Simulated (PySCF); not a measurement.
## Calculated NMR parameters of C#C/C(=C/[SiH3])[SiH2]P

```
Formula                               : C4H9PSi2
SMILES                                : C#C/C(=C/[SiH3])[SiH2]P
Point group of the computed structure : C1
Carbon signals                        : 4
Proton signals                        : 5
```

Molfile (atoms numbered from 1):
```
C4H9PSi2
     RDKit          3D

 16 15  0  0  0  0  0  0  0  0999 V2000
   -1.7835    2.7791    0.3487 C   0  0  0  0  0  0  0  0  0  0  0  0
   -1.0031    1.8651    0.3838 C   0  0  0  0  0  0  0  0  0  0  0  0
   -0.1054    0.7766    0.4221 C   0  0  0  0  0  0  0  0  0  0  0  0
    1.1866    0.9601    0.1051 C   0  0  0  0  0  0  0  0  0  0  0  0
    2.5219   -0.3610    0.0699 Si  0  0  0  0  0  4  0  0  0  0  0  0
   -0.8838   -0.8818    0.9185 Si  0  0  0  0  0  4  0  0  0  0  0  0
   -1.1936   -2.0637   -0.9643 P   0  0  0  0  0  0  0  0  0  0  0  0
   -2.4543    3.5852    0.3169 H   0  0  0  0  0  0  0  0  0  0  0  0
    1.4881    1.9679   -0.1686 H   0  0  0  0  0  0  0  0  0  0  0  0
    3.7208    0.2445   -0.5160 H   0  0  0  0  0  0  0  0  0  0  0  0
    2.0871   -1.5064   -0.7330 H   0  0  0  0  0  0  0  0  0  0  0  0
    2.8194   -0.7967    1.4400 H   0  0  0  0  0  0  0  0  0  0  0  0
   -2.1329   -0.5966    1.6404 H   0  0  0  0  0  0  0  0  0  0  0  0
    0.0170   -1.6553    1.7792 H   0  0  0  0  0  0  0  0  0  0  0  0
   -2.2649   -1.3079   -1.4097 H   0  0  0  0  0  0  0  0  0  0  0  0
   -2.0268   -3.0002   -0.3767 H   0  0  0  0  0  0  0  0  0  0  0  0
  1  2  3  0
  2  3  1  0
  3  4  2  0
  4  5  1  0
  3  6  1  0
  6  7  1  0
  1  8  1  0
  4  9  1  0
  5 10  1  0
  5 11  1  0
  5 12  1  0
  6 13  1  0
  6 14  1  0
  7 15  1  0
  7 16  1  0
M  END
```

- GFN2-xTB geometry
- PBE0/pcSseg-1 with gauge-including orbitals
- code: PySCF 2.14.0 with density-fitted response routines
- one computed conformer, averaged over atoms made equivalent by symmetry, fast rotation or ring inversion, gas phase, non-relativistic Hamiltonian

References, each an isolated molecule treated in the same way: $^{1}$H (σref 31.72), $^{13}$C (σref 186.93), $^{29}$Si (σref 349.16) vs TMS; $^{31}$P (σref 318.38) against H3PO4.

| carbon | δC, type | δH (multiplicity) | HMBC from (2–3 bonds) | span of the C tensor (ppm) |
| --- | --- | --- | --- | --- |
| C1 | 93.8, CH | 3.28 (s) | – | 131 |
| C2 | 91.5, C | – | H9, H13/H14, H8 | 317 |
| C3 | 146.9, C | – | H9, H13/H14, H10/H11/H12, H8, H15/H16 | 241 |
| C4 | 161.6, CH | 7.76 (m) | H13/H14, H10/H11/H12 | 269 |

Other nuclei:
| atoms | nucleus | environment | δ (ppm) | σ (ppm) |
| --- | --- | --- | --- | --- |
| H13/H14 | $^{1}$H | hydrogen on a silicon bonded to C, P | 4.92 | 26.80 |
| H10/H11/H12 | $^{1}$H | hydrogen on a silicon bonded to C | 4.34 | 27.38 |
| H15/H16 | $^{1}$H | hydrogen on a phosphorus bonded to Si | 1.20 | 30.52 |
| P7 | $^{31}$P | phosphorus bonded to Si, 2 H | -306.2 | 624.6 |
| Si6 | $^{29}$Si | silicon bonded to C, P, 2 H | -51.0 | 400.1 |
| Si5 | $^{29}$Si | silicon bonded to C, 3 H | -87.2 | 436.4 |

δC 161.6: alkene CH; the olefinic region. δC 146.9: fully substituted alkene carbon; as expected for a trigonal carbon in a double bond. δC 93.8: terminal alkyne carbon; the triple bond shields along its axis, which puts it between sp3 and sp2 carbons. δC 91.5: alkyne carbon; the triple bond shields along its axis, which puts it between sp3 and sp2 carbons. δH 7.76: hydrogen on an alkene CH; a vinylic proton, deshielded by the sp2 carbon and the C=C anisotropy.

Splittings by $^{31}$P in the carbon and heteronuclear signals aren't shown, as no couplings were computed. Shifts are as computed. Against solution values, carbons near 30 ppm lie about +3 ppm off and those near 130 ppm about +5 ppm. Of 1211 compounds with measured shifts, 218 miss one by over three times the rms of a fit or turn the order of signals round; such compounds aren't used in these exercises. Experimental scales use liquid or dissolved standards, which lie at an offset from isolated H3PO4. No couplings were computed; multiplicities are counted from neighbouring protons, with m where these are inequivalent, close in shift, in a saturated or five-membered ring or joined by F or P, and br s for small geminal =CH2 splittings.
